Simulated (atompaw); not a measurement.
**Building the PAW (atompaw) potential for Hf (Z = 72) (PBE, scalar-relativistic).**

atompaw 4.2.0.5 was run on this input:

```
Hf 72
GGA-PBE scalarrelativistic loggrid 2001 logderivrange -7 5 301
6 6 5 4 0 0
6 0 1
6 1 0
5 2 3
0 0 0
c
c
c
c
v
v
c
c
c
v
v
c
c
v
c
2
2.70 2.45 2.45 2.20
n
n
y
1.95
n
custom rrkj gramschmidtortho besselshape
3 0 troulliermartins
1.25
2.20
2.00
2.70
1.90
1.90
PWSCFOUT
UPFDX 0.0125d0 UPFXMIN -7.d0 UPFZMESH 72.d0
END
```

Command:

```bash
atompaw < Hf.input > Hf.log
```

Output (summary file):

```
Completed calculations for Hf (AE)

 Exchange-correlation type: GGA, Perdew-Burke-Ernzerhof

 Radial integration grid is logarithmic
 r0 =   9.4764859E-05 h =   6.8230699E-03   n =      2001 rmax =   8.0000000E+01

 Scalar relativistic calculation

 AEatom converged in  36 iterations
   nz     =  72.00
   delta  =       3.805144807269E-16

 All Electron Orbital energies:
  n  l      occupancy      energy
  1  0      2.0000000E+00 -4.7985173E+03
  2  0      2.0000000E+00 -8.2054578E+02
  3  0      2.0000000E+00 -1.8688858E+02
  4  0      2.0000000E+00 -3.7572732E+01
  5  0      2.0000000E+00 -4.8236115E+00
  6  0      1.0000000E+00 -3.4817800E-01
  2  1      6.0000000E+00 -7.2041603E+02
  3  1      6.0000000E+00 -1.5698020E+02
  4  1      6.0000000E+00 -2.7762419E+01
  5  1      6.0000000E+00 -2.5208513E+00
  6  1      0.0000000E+00 -9.3938202E-02
  3  2      1.0000000E+01 -1.2160423E+02
  4  2      1.0000000E+01 -1.5089927E+01
  5  2      3.0000000E+00 -1.4604103E-01
  4  3      1.4000000E+01 -1.1368172E+00

 Total energy
   Total                    :   -30156.24361224817767

 ---
 Completed calculations for Hf (SC)

 Exchange-correlation type: GGA, Perdew-Burke-Ernzerhof

 Radial integration grid is logarithmic
 r0 =   9.4764859E-05 h =   6.8230699E-03   n =      2001 rmax =   8.0000000E+01

 Scalar relativistic calculation

 SCatom converged in   4 iterations
   nz     =  72.00
   delta  =       7.225755270067E-16

 Valence Electron Orbital energies:
  n  l      occupancy      energy
   5  0      2.0000000E+00 -4.8236115E+00
   6  0      1.0000000E+00 -3.4817800E-01
   5  1      6.0000000E+00 -2.5208513E+00
   6  1      0.0000000E+00 -9.3938202E-02
   5  2      3.0000000E+00 -1.4604103E-01

 Total energy
   Total                    :   -30156.24361225067696
   Valence                  :     -695.51319227156705

 PAW parameters:
       lmax =            2
         rc =    2.7121731898223103
        irc =         1505
   rc_shape =    2.4650787353606827
    rc_vloc =    2.4650787353606827
    rc_core =    2.2101274777458118
   Vloc: Norm-conserving Troullier-Martins with l= 3;e=   0.0000E+00
   Projector type: RRKJ pseudization + Gram-Schmidt ortho.
   Bessel compensation charge shape zeroed at   2.4651E+00

 Number of basis functions     6
 No.   n  nodes  l      Energy         Cp coeff         Occ
  1    5    4    0   -0.4823611E+01  0.1000000E+01  0.2000000E+01
  2    6    5    0   -0.3481780E+00 -0.7848071E-01  0.1000000E+01
  3    5    3    1   -0.2520851E+01  0.1000000E+01  0.6000000E+01
  4    6    4    1   -0.9393820E-01  0.1243702E+01  0.0000000E+00
  5    5    2    2   -0.1460410E+00  0.1000000E+01  0.3000000E+01
  6  999    3    2    0.1950000E+01 -0.3211395E+00  0.0000000E+00

 Eigenvalues of overlap operator (in the basis of projectors):
    1        1.59280605E-01
    2        2.60921761E-01
    3        4.93612225E-01
    4        1.21462339E+00
    5        2.17798160E+01
    6        2.32730529E+03

 Orbital leakage outside PAW augmentation regions
   orb  is_core?  %out_of_sphere
   1 0    T           0.00
   2 0    T           0.00
   3 0    T           0.00
   4 0    T           0.00
   5 0    F           0.16
   6 0    F          72.58
   2 1    T           0.00
   3 1    T           0.00
   4 1    T           0.00
   5 1    F           1.33
   6 1    F          93.73
   3 2    T           0.00
   4 2    T           0.00
   5 2    F          39.66
   4 3    T           0.14

 Summary of PAW energies
   Total valence energy     :   -695.51318955317151
   Smooth energy            :    -35.47606436867233
   One center               :   -660.03712518449913
   Smooth kinetic           :     33.67108800841144
   Vloc energy              :    -59.83183876620152
   Smooth exch-corr         :    -15.24431358379719
   One-center xc            :   -600.02108745394787
```

Note: ghost state, extra bound levels that the all-electron valence spectrum of the same l lacks: s at -33.9 eV. A true bound ghost makes a file unfit for plane-wave use.

The run took about 8.9 s on one core of a shared server CPU.
